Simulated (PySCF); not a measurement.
CH₂F, SMILES [CH2]F, multiplicity 2. Geometry optimised at PBE-D3(BJ)/def2-TZVPD. The isomer is the one that the SMILES or the coordinates give; other isomers of the formula were not compared.

Calculation: PBE-D3(BJ)/def2-TZVPD in PySCF 2.14.0.

Harmonic wavenumbers (cm⁻¹): 458, 1129, 1153, 1411, 3063, 3219. Rotational constants (GHz): 259.7, 30.52, 27.49; symmetry number 1.

Task: Work out the zero-point energy and the ideal-gas rigid-rotor harmonic-oscillator thermochemistry at 298.15 K and 1 atm.

Result: ZPE = ½ Σ hcν = ½ × 10433 cm⁻¹ = 14.91 kcal/mol. H − E(el) = 17.48 kcal/mol. Entropy in cal/(mol K): translation 36.42, rotation 17.94, vibration 0.89, spin 1.38, total 56.63. G − E(el) = 0.59 kcal/mol. Cp = 9.89 cal/(mol K).
